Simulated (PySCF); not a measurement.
## Mayer bond orders and bond lengths

Species: C9H13Cl.
SMILES with atom numbers: `[CH3:1][CH2:2][C:3]1=[C:4]([CH3:5])[CH:6]=[CH:7][CH2:8][C@@H:9]1[Cl:10]` (hydrogens: H11, H12, H13 on C1; H14, H15 on C2; H16, H17, H18 on C5; H19 on C6; H20 on C7; H21, H22 on C8; H23 on C9)

Geometry (GFN2-xTB, Å), atoms numbered from 1 in this order:
```
atom  x, y, z in Å
C1     2.5781    0.4482    0.2747
C2     1.5853    0.2484   -0.8736
C3     0.1753    0.1707   -0.3635
C4    -0.4898   -0.9763   -0.1404
C5     0.1228   -2.3297   -0.3559
C6    -1.8709   -0.9307    0.3098
C7    -2.4215    0.1890    0.7738
C8    -1.6178    1.4465    0.8690
C9    -0.5228    1.4792   -0.1811
Cl10  -1.2638    1.9156   -1.7936
H11    2.3611    1.3662    0.8165
H12    2.5208   -0.3808    0.9762
H13    3.5935    0.5078   -0.1096
H14    1.8421   -0.6594   -1.4195
H15    1.6637    1.0902   -1.5657
H16   -0.5141   -3.1055    0.0615
H17    1.1010   -2.3970    0.1146
H18    0.2458   -2.5258   -1.4212
H19   -2.4373   -1.8492    0.2649
H20   -3.4400    0.2180    1.1290
H21   -2.2566    2.3257    0.7741
H22   -1.1427    1.4872    1.8578
H23    0.1831    2.2887    0.0124
```

Bond orders from the PBE0/pcSseg-1 density (PySCF). Isolated species at its GFN2-xTB geometry (one conformer only).

**Question.** Where do the orders between heavy atoms depart from those drawn in the SMILES?

**Answer.** The largest departure is 0.300, at C3–C4 (drawn double, 1.700). Drawn single, order above 1.12: C4–C6 (1.127).

**Question.** Set the Mayer orders of the bonds between heavy atoms beside their lengths.

**Answer.** 
```json
{"bond": "C1–C2", "drawn as": "single", "length (Å)": "1.531", "Mayer order": "1.031"}
{"bond": "C2–C3", "drawn as": "single", "length (Å)": "1.501", "Mayer order": "1.085"}
{"bond": "C3–C4", "drawn as": "double", "length (Å)": "1.345", "Mayer order": "1.700"}
{"bond": "C4–C5", "drawn as": "single", "length (Å)": "1.501", "Mayer order": "1.100"}
{"bond": "C4–C6", "drawn as": "single", "length (Å)": "1.453", "Mayer order": "1.127"}
{"bond": "C6–C7", "drawn as": "double", "length (Å)": "1.331", "Mayer order": "1.839"}
{"bond": "C7–C8", "drawn as": "single", "length (Å)": "1.495", "Mayer order": "1.042"}
{"bond": "C8–C9", "drawn as": "single", "length (Å)": "1.518", "Mayer order": "1.028"}
{"bond": "C9–Cl10", "drawn as": "single", "length (Å)": "1.827", "Mayer order": "0.996"}
{"bond": "C9–C3", "drawn as": "single", "length (Å)": "1.494", "Mayer order": "1.001"}
```

Bonds between the same two heavy elements. C–C: lowest C9–C3 (1.001, 1.494 Å), highest C6–C7 (1.839, 1.331 Å); in 6 of the 36 pairs the longer bond (by over 0.003 Å) has the higher order (by 0.02 or more).

**Question.** And the bonds to hydrogen?

**Answer.** C–H: 0.91 to 0.97 (13 bonds).

**Question.** Sum the orders of all bonds at each heavy atom with more than one neighbour and set the sums beside the valence in the SMILES.

**Answer.** C1 3.929 (drawn 4), C2 3.988 (drawn 4), C3 3.786 (drawn 4), C4 3.927 (drawn 4), C5 3.932 (drawn 4), C6 3.918 (drawn 4), C7 3.838 (drawn 4), C8 3.918 (drawn 4), C9 3.963 (drawn 4). Orders between atoms that aren't bonded are not in these sums.

For a closed shell the Mayer order of atoms A and B is Σ (PS)μν (PS)νμ over the basis functions μ on A and ν on B, with P the density and S the overlap matrix.
